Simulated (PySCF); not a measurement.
Krypton: highly charged ions in a basis for the neutral atom

Kr¹²⁺ [Ar] 3d6, Kr¹³⁺ [Ar] 3d5. Calculation: PySCF 2.14, in aug-cc-pVDZ-DK (6s5p3d, 36 functions); the spin-free X2C one-electron Hamiltonian (Gaussian nucleus). No spin-orbit coupling, so a gap to NIST mixes the basis error with missing relativistic terms.

Changed run: basis of the neutral atom used for a highly charged ion. This setting is unsound on purpose.

```csv
species,method,sound run (hartree),changed run (hartree),converged
Kr¹²⁺,UHF,not run,-2726.21260,yes
Kr¹²⁺,MN15,not run,-2729.27203,yes
Kr¹²⁺,PBE,not run,-2727.06017,yes
Kr¹³⁺,UHF,not run,-2711.39912,yes
Kr¹³⁺,MN15,not run,-2714.37382,yes
Kr¹³⁺,PBE,not run,-2712.14829,yes
```

Ionisation energy of Kr¹²⁺:

```tsv
method	changed run (eV)	NIST (eV)
UHF	403.10	391 ± 4
MN15	405.40	391 ± 4
PBE	405.77	391 ± 4
```

The contracted functions were made for the neutral atom and can be too rigid for a highly charged ion.
